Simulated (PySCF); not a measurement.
C3H7O (SMILES CC(C)[O]), doublet, at a GFN2-xTB geometry. Base run: DF-PBE0/def2-SVP run with PySCF.

PySCF was given this input:
```python
from pyscf import gto, scf, dft

mol = gto.M(
    atom='''
O     0.08881149    1.41624147   -0.02329658
C     0.00962973    0.14136308    0.27258208
H     0.01101452    0.11356863    1.39709535
C    -1.32014766   -0.54404154   -0.11876877
C     1.24109746   -0.70477262   -0.12589560
H    -1.36361392   -0.61281193   -1.20330932
H     1.26961269   -0.77806021   -1.21063645
H    -2.16293297    0.05262281    0.21942231
H     2.15372551   -0.21826934    0.20741092
H    -1.38199246   -1.54074182    0.30800656
H     1.18021755   -1.70153345    0.30087704
''',
    basis='def2-svp',
    spin=1,
    verbose=4,
)

mf = dft.UKS(mol)
mf.xc = 'pbe0'
mf = mf.density_fit(auxbasis='def2-universal-jkfit')
mf.kernel()
```

Variants of this job, named by their change:

```tsv
change	basis functions	E (Eh)	HOMO (eV)	dipole (D)
base	91	-193.31386	-7.23	1.98
basis = jorge-DZP-DKH; relativity = spin-free X2C (without mf = mf.density_fit(auxbasis='def2-universal-jkfit'))	95	-193.57731	-7.28	2.05
basis = ANO-RCC-VDZP; relativity = none (without mf = mf.density_fit(auxbasis='def2-universal-jkfit'))	91	-193.51949	-7.38	2.19
basis = ANO-RCC-VDZP; relativity = spin-free X2C (without mf = mf.density_fit(auxbasis='def2-universal-jkfit'))	91	-193.62666	-7.37	2.19
basis = cc-pVDZ-DK; relativity = spin-free X2C (without mf = mf.density_fit(auxbasis='def2-universal-jkfit'))	91	-193.56363	-7.12	1.88
basis = cc-pVDZ-DK; relativity = none (without mf = mf.density_fit(auxbasis='def2-universal-jkfit'))	91	-193.46082	-7.13	1.88
basis = ANO-RCC-VDZP; relativity = spin-free X2C; nucleus = Gaussian (with nucmod='G'; without mf = mf.density_fit(auxbasis='def2-universal-jkfit'))	91	-193.62664	-7.37	2.19
basis = jorge-DZP-DKH; relativity = none (without mf = mf.density_fit(auxbasis='def2-universal-jkfit'))	95	-193.47624	-7.28	2.05
basis = cc-pVDZ-DK; relativity = spin-free X2C; nucleus = Gaussian (with nucmod='G'; without mf = mf.density_fit(auxbasis='def2-universal-jkfit'))	91	-193.56360	-7.12	1.88
basis = jorge-DZP-DKH; relativity = spin-free X2C; nucleus = Gaussian (with nucmod='G'; without mf = mf.density_fit(auxbasis='def2-universal-jkfit'))	95	-193.57729	-7.28	2.05
```

Totals shift with the method and basis; they matter in differences.

Open shells are given as the SCF converged; they aren't shown to be the lowest states, and a large step between rows can be another state.

Basis sets contracted for a relativistic Hamiltonian are a mismatch without it, so the rows without relativity aren't non-relativistic limits. No row has spin-orbit coupling; sets with core potentials leave out the core electrons.
